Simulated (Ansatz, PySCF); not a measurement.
Torsion H3–Si1–Si2–H6 in Si2H6 (SMILES [SiH3][SiH3]); at each angle all else is relaxed with GFN2-xTB, and the levels are single points there.
Geometry at 60° (charge 0, multiplicity 1):
```csv
atom,x (Å),y (Å),z (Å)
Si,-1.1492,0.0882,-0.0101
Si,1.1516,-0.0536,-0.0237
H,-1.7680,-0.7317,-1.0559
H,-1.6281,1.4570,-0.2245
H,-1.7320,-0.3567,1.2592
H,1.7342,0.3916,-1.2931
H,1.6306,-1.4223,0.1906
H,1.7704,0.7663,1.0222
```
Energies count from the point at 60°.

Cores are frozen in the correlated methods. CBS: X⁻³ extrapolation of the correlation energy, Hartree–Fock from the larger set. Rows in 3-21G carry no dispersion term and start afresh at each structure.

Programs: Ansatz (Gaussian basis) for Hartree–Fock, density functionals and correlated methods; PySCF for 3-21G rows. 

Energies in kcal/mol.

```json
[
 {"dihedral (°)": "0", "B3LYP/3-21G": "0.80", "wB97X-V/def2-TZVPP": "1.03", "MP2/CBS(cc-pV(T+d)Z, cc-pV(Q+d)Z)": "1.06", "CCSD(T)/CBS(cc-pV(T+d)Z, cc-pV(Q+d)Z)": "1.01"},
 {"dihedral (°)": "15", "B3LYP/3-21G": "0.68", "wB97X-V/def2-TZVPP": "0.88", "MP2/CBS(cc-pV(T+d)Z, cc-pV(Q+d)Z)": "0.90", "CCSD(T)/CBS(cc-pV(T+d)Z, cc-pV(Q+d)Z)": "0.86"},
 {"dihedral (°)": "30", "B3LYP/3-21G": "0.40", "wB97X-V/def2-TZVPP": "0.51", "MP2/CBS(cc-pV(T+d)Z, cc-pV(Q+d)Z)": "0.52", "CCSD(T)/CBS(cc-pV(T+d)Z, cc-pV(Q+d)Z)": "0.50"},
 {"dihedral (°)": "45", "B3LYP/3-21G": "0.12", "wB97X-V/def2-TZVPP": "0.15", "MP2/CBS(cc-pV(T+d)Z, cc-pV(Q+d)Z)": "0.15", "CCSD(T)/CBS(cc-pV(T+d)Z, cc-pV(Q+d)Z)": "0.14"},
 {"dihedral (°)": "60", "B3LYP/3-21G": "0.00", "wB97X-V/def2-TZVPP": "0.00", "MP2/CBS(cc-pV(T+d)Z, cc-pV(Q+d)Z)": "0.00", "CCSD(T)/CBS(cc-pV(T+d)Z, cc-pV(Q+d)Z)": "0.00"},
 {"dihedral (°)": "75", "B3LYP/3-21G": "0.12", "wB97X-V/def2-TZVPP": "0.15", "MP2/CBS(cc-pV(T+d)Z, cc-pV(Q+d)Z)": "0.15", "CCSD(T)/CBS(cc-pV(T+d)Z, cc-pV(Q+d)Z)": "0.15"},
 {"dihedral (°)": "90", "B3LYP/3-21G": "0.40", "wB97X-V/def2-TZVPP": "0.51", "MP2/CBS(cc-pV(T+d)Z, cc-pV(Q+d)Z)": "0.52", "CCSD(T)/CBS(cc-pV(T+d)Z, cc-pV(Q+d)Z)": "0.50"},
 {"dihedral (°)": "105", "B3LYP/3-21G": "0.68", "wB97X-V/def2-TZVPP": "0.88", "MP2/CBS(cc-pV(T+d)Z, cc-pV(Q+d)Z)": "0.90", "CCSD(T)/CBS(cc-pV(T+d)Z, cc-pV(Q+d)Z)": "0.86"},
 {"dihedral (°)": "120", "B3LYP/3-21G": "0.80", "wB97X-V/def2-TZVPP": "1.03", "MP2/CBS(cc-pV(T+d)Z, cc-pV(Q+d)Z)": "1.06", "CCSD(T)/CBS(cc-pV(T+d)Z, cc-pV(Q+d)Z)": "1.01"}
]
```

Ansatz is a program for electronic structure.
